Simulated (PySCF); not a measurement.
C4H4F2O2, SMILES FC1(OC(C)=CO1)F. Atoms are numbered in the order given.

```xyz
12

C     -0.5437     2.6432     0.0000
C      0.0297     1.2858     0.0000
C      1.2704     0.7957     0.0000
O      1.2225    -0.5813     0.0000
C     -0.1025    -0.9291     0.0000
F     -0.3916    -1.6743     1.0687
F     -0.3916    -1.6743    -1.0687
O     -0.8515     0.2198     0.0000
H      0.2579     3.3927     0.0000
H     -1.1749     2.7999     0.8888
H     -1.1749     2.7999    -0.8888
H      2.2493     1.2632     0.0000
```
Charge 0, spin multiplicity 1.

Coordinates come from a PBE0-D3(BJ)/def2-SVP optimisation. The values are those of a single conformer.

Level of theory: TDA-PBE/def2-SVPD (PySCF).

Vertical excitations. The molecule is in vacuum. State labels are in the subgroup Cs.

Computed lowest excited states:
```
state  symmetry  energy (eV)  λ (nm)      f                        main pairs
-----  --------  -----------  ------  -----  --------------------------------
S1           A"         5.55     223  0.001                 HOMO→LUMO+1 100 %
S2           A"         6.12     203  0.001                  HOMO→LUMO+2 99 %
S3           A"         6.52     190  0.009                 HOMO→LUMO+3 100 %
S4           A'         6.71     185  0.261  HOMO→LUMO 75 %, HOMO→LUMO+5 15 %
S5           A"         7.19     172  0.003                  HOMO→LUMO+4 99 %
S6           A"         7.46     166  0.004                  HOMO→LUMO+6 98 %
T1           A'         4.14     300      0                    HOMO→LUMO 99 %
T2           A"         5.47     227      0                 HOMO→LUMO+1 100 %
```
Triplets are in the Tamm–Dancoff approximation.
